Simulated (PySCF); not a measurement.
Ru: ionisation energy

Ru [Kr] 4d7 5s1 (5F) → Ru⁺ [Kr] 4d7 (4F), as a difference of total energies. Calculation: PySCF 2.14, in cc-pVDZ-PP with ECP28MDF (4s4p3d1f, 38 functions); scalar relativity through the core potential. Correlated levels: valence: 4s2 4p6 frozen. The calculations carry no spin-orbit coupling.

| method | ionisation energy (eV) | error (eV) |
| --- | --- | --- |
| UHF | 6.296 | -1.069 |
| PBE0 | 7.510 | +0.145 |
| M06-L | 7.177 | -0.188 |
| MP2 (valence) | 6.936 | -0.429 |
| SCS-MP2 (valence) | 6.735 | -0.630 |

Reference: 7.365 eV (measured; NIST levels, between the centres of gravity of the two terms).

Errors of the correlated levels include the incompleteness of this basis and the frozen core.
